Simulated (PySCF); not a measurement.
Silver: a sound run and one with changed settings

Sound run: Ag⁺ [Kr] 4d10, Ag²⁺ [Kr] 4d9. Computed with PySCF 2.14 in x2c-SVPall (6s5p5d1f, 53 functions), with the spin-free X2C one-electron Hamiltonian (Gaussian nucleus). In the sound run the correlated levels freeze [Kr]. The sound run starts from symmetry-adapted Hartree-Fock orbitals and uses a fine grid where one is needed.

Changed run: initial guess sap, at most 50 SCF cycles.

```tsv
species	method	sound run (hartree)	changed run (hartree)	converged
Ag⁺	UHF	-5312.07341	-5312.07341	yes
Ag⁺	MN15	-5318.03737	-5318.03737	yes
Ag⁺	B3LYP	-5314.65407	-5314.65407	yes
Ag⁺	MP2	-5312.34012	-5312.34012	yes
Ag²⁺	UHF	-5311.34524	-5311.34521	yes
Ag²⁺	MN15	-5317.23741	-5317.23893	yes
Ag²⁺	B3LYP	-5313.84954	-5313.84994	yes
Ag²⁺	MP2	-5311.55523	-5311.55524	yes
```

Ionisation energy of Ag⁺:

```json
{"method": "UHF", "sound run (eV)": "19.814", "changed run (eV)": "19.815"}
{"method": "MN15", "sound run (eV)": "21.768", "changed run (eV)": "21.727"}
{"method": "B3LYP", "sound run (eV)": "21.892", "changed run (eV)": "21.881"}
{"method": "MP2", "sound run (eV)": "21.358", "changed run (eV)": "21.358"}
{"method": "SCS-MP2", "sound run (eV)": "21.186", "changed run (eV)": "21.185"}
```

Where the changed run lies lower, it found another determinant of the same configuration, with other orbitals of the open shell filled.

For comparison, NIST gives 21.484 eV between the lowest levels.
